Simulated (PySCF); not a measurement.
**How the method moves the HOMO and LUMO of `C=CO[Si](F)(F)F`**

Species: C2H3F3OSi.
Atom-mapped SMILES: `[CH2:1]=[CH:2][O:3][Si:4]([F:5])([F:6])[F:7]` (hydrogens: H8, H9 on C1; H10 on C2)

Geometry (PBE0-D3(BJ)/def2-SVP, Å), atoms numbered from 1 in this order:
```xyz
10
C2H3F3OSi angstrom
C      2.1336   -0.0079    0.3673
C      0.8432   -0.0088    0.6804
O     -0.1317   -0.1671   -0.2640
Si    -1.7410   -0.0181   -0.1255
F     -2.2558    1.3623   -0.7300
F     -2.4561   -1.1910   -0.9253
F     -2.1660   -0.0841    1.4122
H      2.8773    0.1141    1.1551
H      2.4652   -0.1294   -0.6658
H      0.4796    0.1071    1.7077
```

Basis pcSseg-1 throughout (PySCF), one geometry. Isolated species at its PBE0-D3(BJ)/def2-SVP geometry (one conformer only).

**Question.** How do the orbital energies, the gap and the dipole change with the method?

**Answer.** 
| method | kind | HOMO (eV) | LUMO (eV) | gap (eV) | μ (D) | SCF cycles |
| --- | --- | --- | --- | --- | --- | --- |
| BLYP | GGA | -6.24 | -0.78 | 5.46 | 1.54 | 15 |
| PBE | GGA | -6.41 | -0.91 | 5.49 | 1.54 | 15 |
| KT2 | GGA | -6.43 | -0.87 | 5.55 | 1.59 | 16 |
| BP86 | GGA | -6.51 | -1.02 | 5.50 | 1.56 | 15 |
| B97-2 | global hybrid | -7.39 | 0.05 | 7.44 | 1.72 | 14 |
| BHandHLYP | global hybrid | -8.71 | 1.26 | 9.97 | 1.89 | 12 |
| HF | Hartree–Fock | -10.27 | 4.10 | 14.38 | 2.04 | 11 |
| LC-wPBE | range-separated hybrid | -10.40 | 2.49 | 12.90 | 1.78 | 14 |

The HOMO spans 4.16 eV, from BLYP down to LC-wPBE, and the gap runs from 5.46 eV (BLYP) to 14.38 eV (HF). Over the methods BLYP (0 %), PBE (0 %), KT2 (0 %), BP86 (0 %), B97-2 (21 %), BHandHLYP (50 %), HF (100 %), a straight line through the gap against the share of exact exchange rises by 0.89 eV for each 10 % (correlation coefficient 1.000). The dipole ranges from 1.54 D (PBE) to 2.04 D (HF). This basis has no diffuse functions.
